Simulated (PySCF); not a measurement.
C₅H₁₄Al₂O₂.
SMILES with atom numbers: `[CH2:1]=[C:2]([CH3:3])[AlH-:4]1[O+:5]([CH3:6])[AlH2-:7][O+:8]1[CH3:9]` (hydrogens: H10, H11 on C1; H12, H13, H14 on C3; H15 on Al4; H16, H17, H18 on C6; H19, H20 on Al7; H21, H22, H23 on C9)

Torsions of this conformer, `[CH2:1]=[C:2]([CH3:3])[AlH-:4]1[O+:5]([CH3:6])[AlH2-:7][O+:8]1[CH3:9]`: C1–C2–Al4–O5 137°.

The closed-shell ground state was solved at several levels (PySCF, density fitting, gas phase, non-relativistic). Geometry: PBE0-D3(BJ)/def2-SVP, one conformer, isolated molecule.

```
        level  basis functions  HOMO (eV)  LUMO (eV)  gap (eV)  dipole (D)
PBE0/pcSseg-1              237      -7.25      -0.39      6.86        0.57
  HF/pcSseg-1              237      -9.50       2.66     12.16        0.51
```

Problem. Estimate the row for CAM-B3LYP/def2-SVPD, a basis of 306 functions; the other rows only guide the guess.

Solution. HOMO -8.57 eV, LUMO 0.40 eV, gap 8.97 eV, dipole 0.55 D.

Problem. Over all these levels, which gives the widest orbital gap and which the narrowest?

Solution. HF/pcSseg-1 (Hartree–Fock, all exact exchange) has the widest, 12.16 eV, and PBE0/pcSseg-1 (global hybrid, 25 % exact exchange) the narrowest, 6.86 eV. The two share the basis. From the narrowest to the widest the HOMO moves by -2.25 eV and the LUMO by +3.05 eV. The HOMO need not be the same orbital at Hartree–Fock and at DFT levels.

Problem. How far do the dipole and the HOMO energy spread over the levels?

Solution. The dipole runs from 0.51 to 0.57 D (mean 0.54 D) and the HOMO from -9.50 to -7.25 eV.
